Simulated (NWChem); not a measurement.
## Total energies of MgO

SMILES: [O]=[Mg]
```xyz
2

Mg     0.0000     0.0000     0.6990
O      0.0000     0.0000    -1.0486
```
Charge 0, spin multiplicity 1.

Program: NWChem. All single points use one geometry, from PBE0/def2-SVP, a minimum by its harmonic frequencies.

Basis set: def2-TZVP (63 functions).

```tsv
method	total energy (Ha)
RHF	-274.37468
MP2	-274.69884
B2PLYP	-275.10125
PBE	-275.05863
B3LYP	-275.26999
PBE0	-275.05394
CCSD(T)	-274.70090
```

Total energies of different functionals aren't comparable as a measure of quality: only differences taken within one method are. 

The correlated methods keep 6 core orbitals frozen. B3LYP has NWChem's definition, with VWN1-RPA local correlation. The structure started from a generated list of species. No row is a measurement; the coupled-cluster row has its own basis-set and correlation limits.
